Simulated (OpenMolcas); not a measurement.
**Bi³⁺: from CASSCF to CASPT2**

```json
{
 "Program": "OpenMolcas",
 "Basis": "ANO-RCC-VQZP [9s8p6d4f3g]",
 "Scalar Hamiltonian": "DKH2, point nucleus",
 "Active space": "2 electrons in 4 orbitals (6s 6p)",
 "State averaging": "2S+1 = 3 even, 3 roots; 2S+1 = 1 even, 7 roots; 2S+1 = 3 odd, 3 roots; 2S+1 = 1 odd, 3 roots",
 "Spin-orbit coupling": "RASSI with atomic mean-field integrals over the reference wave functions, term energies averaged over their components"
}
```

Methods on the same reference wave functions:
A. CASSCF
B. SS-CASPT2, IPEA 0.25 Eh, imaginary shift 0.1 Eh (closed shells correlated: 5d)
C. MS-CASPT2, IPEA 0.25 Eh, imaginary shift 0.1 Eh (closed shells correlated: 5d)

Energies in cm-1 above 6s2 1S0, the measured ground level; measured values from Moore, Atomic Energy Levels, vol. III, NSRDS-NBS 35 (1971 reprint of NBS Circular 467, 1958).

| Level | A | B | C | Measured |
| --- | --- | --- | --- | --- |
| 6s2 1S0 | 0.0 | 0.0 | 0.0 | 0.0 |
| 6s 6p 3P* 0 | 67426 | 73960 | 74600 | 70968 |
| 6s 6p 3P* 1 | 72485 | 78310 | 78950 | 75926 |
| 6s 6p 3P* 2 | 87742 | 94270 | 94910 |  |
| 6s 6p 1P* 1 | 117534 | 111420 | 112070 | 114602 |
| 6p2 3P0 | 169182 | 172550 | 173190 |  |
| 6p2 3P1 | 182201 | 187020 | 187660 | 185014 |
| 6p2 1S0 | 225629 | 221470 | 222760 |  |

Deviations, from unrounded energies. A percentage is the sum of absolute deviations over the sum of measured energies, with the sign that they share, or ± where signs differ.

```json
{"Against measurement": "mean absolute deviation (cm-1)", "Levels": "4", "A": "3200", "B": "2600", "C": "3000"}
{"Against measurement": "other configurations (%)", "Levels": "4", "A": "±2.9", "B": "±2.4", "C": "±2.7"}
```

B lies closest to measurement on these levels and A furthest from it. The largest miss of B in the table is 6s 6p 1P* 1, by -3200 cm-1. The ranking rests on the paired levels alone, and a cruder setting can come out closer through cancelling errors.

Between B and C the level of the table that moves most is 6p2 1S0, by 1300 cm-1 (lowest in B, highest in C). Moves below CASPT2's spread within the term are not significant.

The lowest spin-free term lies below A's lowest term by 0.420 hartree in B, 0.423 hartree in C.

Over all roots computed the reference weight is 0.88 to 0.94 in B, 0.88 to 0.94 in C; the roots of lowest weight are the least certain, and an intruder state may touch them. The ¹D term of p² mixes with s d, which this space lacks. Spin-orbit splittings of 6p shells tend to come out small when the coupling is added on scalar orbitals. Measured partners are found by configuration, term and J. A level has none where our copy of the source lacks it or the pairing is in doubt (some pairs that miss far off the trend of their configuration count as doubtful), and it then counts in no deviation. Levels of configurations outside the active space are missing. The table leaves out levels that lie high or whose names do not pair safely across all columns.

* marks odd parity.
